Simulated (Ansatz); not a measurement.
Born–Oppenheimer molecular dynamics of CH₂BFN (6 atoms, charge -1, multiplicity 1). It starts at the highest image of a converged band. Of that band: Neighbouring images differ by up to 1.7 eV, so the band resolves the path poorly. A vibrational analysis at the climbing image gives one clearly imaginary mode, 1209i cm⁻¹: a first-order saddle point.

Computed with RKS B3LYP/def2-SVP in Ansatz 0.2.0.

```yaml
ensemble: NVE (velocity Verlet)
time_step: 0.5 fs
steps_asked: 200
starting_velocities_drawn_for: 300 K
seed: 6893
```

First frame:

```xyz
6
Properties=species:S:1:pos:R:3
C 0.156 1.024 -1.072
N 0.181 0.138 -0.140
B 0.669 -0.861 0.801
F 0.210 -2.126 0.468
H -0.782 1.635 -0.986
H -0.434 0.191 0.929
```

**Question.** How far do the bonds stretch over the last three quarters of this one trajectory? (Pairs bonded in most of those frames.)

**Answer.** 
| bond | mean (Å) | spread (Å) | shortest | longest |
| --- | --- | --- | --- | --- |
| C1–N2 | 1.317 | 0.012 | 1.29 | 1.34 |
| C1–H5 | 1.138 | 0.020 | 1.10 | 1.17 |
| N2–B3 | 1.597 | 0.077 | 1.46 | 1.71 |
| N2–H6 | 1.045 | 0.016 | 1.02 | 1.07 |
| B3–F4 | 1.381 | 0.013 | 1.35 | 1.41 |

Mean temperature of the second half: 509 K. The conserved energy stayed within 0.077 meV per atom of its start (net change 0.069 meV per atom), so the integration is sound. The system heated up, since it started high on the potential surface and ran downhill. A run of 0.1 ps of so small a system gives no equilibrium averages. The orbitals stay closed-shell, which can raise the energy where a bond breaks towards radicals; this wasn't checked here. Limits of this set-up: an anion without diffuse functions, the dipole of an ion depends on the origin.

Time of the run: 5.5 min on 1 thread of Arm Neoverse V1, on a shared host, peak memory 0.11 GiB.
